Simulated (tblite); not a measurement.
Start geometry of `N#C[C@@H]1[SiH2]CC[SiH2]/C1=C/F` from a force field or distance geometry (Å):
```
atom  x, y, z in Å
N1    -1.1396   -0.4540    3.1160
C2    -1.1712   -0.5672    1.9526
C3    -1.1619   -0.7217    0.4934
Si4    0.2884   -1.8458   -0.0584
C5     1.8590   -0.7893    0.1112
C6     1.7918    0.5640   -0.6342
Si7    0.3680    1.7102   -0.1280
C8    -1.1931    0.6593   -0.1894
C9    -2.2763    1.0976   -0.8445
F10   -3.4100    0.3646   -0.9218
H11   -2.0763   -1.2824    0.2140
H12    0.3837   -3.0777    0.7907
H13    0.1125   -2.2377   -1.4650
H14    2.0522   -0.6209    1.1687
H15    2.7022   -1.3590   -0.2814
H16    1.7109    0.3906   -1.6992
H17    2.7388    1.1063   -0.4664
H18    0.2494    2.8379   -1.0697
H19    0.5673    2.1908    1.2660
H20   -2.4009    2.0450   -1.3579
```

Task: What comes out of this run: GFN2-xTB geometry optimisation, gas phase in tblite 0.8.0?

Result: 
```
atom  x, y, z in Å
N1    -0.7840   -0.3430    3.0758
C2    -0.9872   -0.4938    1.9588
C3    -1.2082   -0.6914    0.5608
Si4    0.2252   -1.7992   -0.1148
C5     1.8115   -0.7784    0.1144
C6     1.7713    0.5748   -0.6060
Si7    0.3411    1.6934   -0.0216
C8    -1.2036    0.6185   -0.1712
C9    -2.2089    0.9649   -0.9587
F10   -3.3054    0.1931   -1.1402
H11   -2.1665   -1.2053    0.4370
H12    0.2584   -3.0419    0.6585
H13   -0.0652   -2.0438   -1.5317
H14    1.9754   -0.6089    1.1812
H15    2.6706   -1.3523   -0.2397
H16    1.6823    0.4024   -1.6811
H17    2.7228    1.0893   -0.4577
H18    0.2024    2.8523   -0.9077
H19    0.5322    2.1021    1.3709
H20   -2.2693    1.8779   -1.5299
```

The energy falls by 4.6 kcal/mol over 74 L-BFGS steps, the largest force on an atom goes from 3.05 to 0.009 eV/Å, and the atoms move by 0.179 Å rms after alignment. The bond that changes most is C3–C8 (sp3 carbon bound to silicon to fully substituted alkene carbon), which shortens by 0.040 Å. Bonds longer at the end by more than 0.005 Å: 3 of 20; shorter: 11. Among the angles that change most is Si4–C3–C8, from 114.4° to 109.1°. Among the dihedrals that turn most is C2–C3–C8–C9, from -109° to -127°. Rotational constants go from 1073, 827.2, 677.6 to 1101, 838.4, 732.2 MHz. The orientation of the end geometry is arbitrary; only internal coordinates are fixed.

Time: 1.3 s of wall time. Hardware: an Arm Neoverse N1 with one thread, no GPU, on a shared host.

Its GFN2-xTB frequencies are all real (lowest 50 cm⁻¹). The numbers are those of one conformer. 3 starts were optimised and ended at 0.00, 0.01 and 2.75 kcal/mol (GFN2-xTB); the lowest of these is shown.

All values are computed, not measured.
